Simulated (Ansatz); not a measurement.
System: sum formula InOH, net charge 0, singlet state. 
Coordinates optimised at B3LYP-D3(BJ)/def2-TZVP (Ansatz, an electronic-structure program):
SMILES: [OH][In]
```xyz
3

In    -0.1901    -0.1458    -0.2219
O      0.9785     0.7034     1.2141
H      1.4855     1.5186     1.1611
```
Charge 0, spin multiplicity 1.

Basis-set convergence of Hartree-Fock and MP2 correlation energies (hartree) with Ansatz. Valence correlation only, unless marked. Spin-orbit coupling is left out. Frozen are the shells of the preceding noble gas and the d and f shells that filled before the atom's block. Past Kr the def2 sets carry scalar-relativistic core potentials.

```tsv
basis	functions	E(HF)	E(corr, MP2)
def2-SVP	45	-264.62034	-0.23489
def2-TZVPP	95	-264.72743	-0.30027
def2-QZVPP	169	-264.73281	-0.32467
```

Extrapolating the two largest sets (X = 3 and 4) as X^-3: E(corr) = (64·(-0.32467) - 27·(-0.30027))/37 = -0.3425 Eh, an estimate of the basis-set limit. The largest set recovers 94.8 % of it, the smallest 68.6 %.
